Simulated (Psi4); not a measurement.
FIn, charge +1, doublet, geometry from GFN2-xTB (such geometries of metal compounds can be far from the true shape) (a state made from the parent by changing its charge; the spin is typed, not shown lowest) (all electrons, no relativity); Psi4 1.11 with B3LYP5/STO-3G.

Here is a job for Psi4.
```
memory 2 GB

molecule {
1 2
In   -0.00000000   -0.00000000   -0.35495561
F     0.00000000    0.00000000    1.93253608
}

set {
  basis sto-3g
  reference uks
  scf_type pk
  puream true
  d_convergence 1e-8
  dft_radial_points 99
  dft_spherical_points 590
}

energy('b3lyp5')
print_variables()
```

It wrote (shortened):

```
   => Loading Basis Set <=

    Name: STO-3G
    Role: ORBITAL
    Keyword: BASIS

         ---------------------------------------------------------
                                   SCF
               by Justin Turney, Rob Parrish, Andy Simmonett
                          and Daniel G. A. Smith
                              UKS Reference
         ---------------------------------------------------------

  ==> Geometry <==

    Molecular point group: c2v
    Full point group: C_inf_v

    Geometry (in Angstrom), charge = 1, multiplicity = 2:

       Center              X                  Y                   Z               Mass
    ------------   -----------------  -----------------  -----------------  -----------------
         IN           0.000000000000     0.000000000000    -0.324555255734   114.903878776000
         F            0.000000000000     0.000000000000     1.962936434266    18.998403162730

  Running in c2v symmetry.

  Rotational constants: A = ************  B =      0.19761  C =      0.19761 [cm^-1]
  Rotational constants: A = ************  B =   5924.26312  C =   5924.26312 [MHz]
  Nuclear repulsion =  102.018796800730684

  Charge       = 1
  Multiplicity = 2
  Electrons    = 57
  Nalpha       = 29
  Nbeta        = 28

  ==> Algorithm <==

  SCF Algorithm Type is PK.
  DIIS enabled.
  MOM disabled.
  Fractional occupation disabled.
  Guess Type is SAD.
  Energy threshold   = 1.00e-06
  Density threshold  = 1.00e-08
  Integral threshold = 1.00e-12

  ==> Primary Basis <==

  Basis Set: STO-3G
    Blend: STO-3G
    Number of shells: 14
    Number of basis functions: 32
    Number of Cartesian functions: 34
    Spherical Harmonics?: true
    Max angular momentum: 2

  ==> DFT Potential <==

   => LibXC <=

    Version 7.1.2
    S. Lehtola, C. Steigemann, M. J. T. Oliveira, and M. A. L. Marques,  SoftwareX 7, 1–5 (2018) (10.1016/j.softx.2017.11.002)

   => Composite Functional: B3LYP5 <=

    B3LYP5 Hyb-GGA Exchange-Correlation Functional

    P. J. Stephens, F. J. Devlin, C. F. Chabalowski, and M. J. Frisch,  J. Phys. Chem. 98, 11623 (1994) (10.1021/j100096a001)

    Deriv               =              1
    GGA                 =           TRUE
    Meta                =          FALSE

    Exchange Hybrid     =           TRUE
    MP2 Hybrid          =          FALSE

   => Exchange Functionals <=

    0.0800   Slater exchange
    0.7200         Becke 88

   => Exact (HF) Exchange <=

    0.2000               HF

[...]

   @Spin Contamination Metric:   1.383892689E-03
   @S^2 Expected:                7.500000000E-01
   @S^2 Observed:                7.513838927E-01
   @S   Expected:                5.000000000E-01
   @S   Observed:                5.000000000E-01

    Orbital Energies [Eh]
    ---------------------

    Alpha Occupied:

[...]
    Alpha Virtual:

[...]
    Beta Occupied:

[...]
      15A1    -0.391810

    Beta Virtual:

[...]
      16A1    -0.106515

    Final Occupation by Irrep:
             A1    A2    B1    B2
    DOCC [    15,    2,    5,    6 ]
    SOCC [     0,    0,    1,    0 ]
    NA   [    15,    2,    6,    6 ]
    NB   [    15,    2,    5,    6 ]

  @UKS Final Energy: -5782.70338911090766

   => Energetics <=

    Nuclear Repulsion Energy =            102.0187968007306836
    One-Electron Energy =               -8197.3738393154399091
    Two-Electron Energy =                2446.3276134579823520
    DFT Exchange-Correlation Energy =    -133.6759600541813597
    Empirical Dispersion Energy =           0.0000000000000000
    VV10 Nonlocal Energy =                  0.0000000000000000
    Total Energy =                      -5782.7033891109076649

  UHF NO Occupations:
  HONO-2 :    5 B1 1.9999362
  HONO-1 :   15 A1 1.9994311
  HONO-0 :    6 B1 1.0000000
  LUNO+0 :   16 A1 0.0005689
  LUNO+1 :    7 B1 0.0000638
  LUNO+2 :    7 B2 0.0000594

Computation Completed

Properties will be evaluated at   0.000000,   0.000000,   0.000000 [a0]

Properties computed using the SCF density matrix

 Multipole Moments:

 ------------------------------------------------------------------------------------
     Multipole            Electronic (a.u.)      Nuclear  (a.u.)        Total (a.u.)
 ------------------------------------------------------------------------------------

 L = 1.  Multiply by 2.5417464519 to convert [e a0] to [Debye]
 Dipole X            :          0.0000000            0.0000000            0.0000000
 Dipole Y            :          0.0000000            0.0000000            0.0000000
 Dipole Z            :         -2.8177727            3.3320036            0.5142309
 Magnitude           :                                                    0.5142309

 ------------------------------------------------------------------------------------

  Variable Map:
  ----------------------------------------------------------------------------
[...]
  Array Variable Map:
  ----------------------------------------------------------------------------
[...]
[...]
```
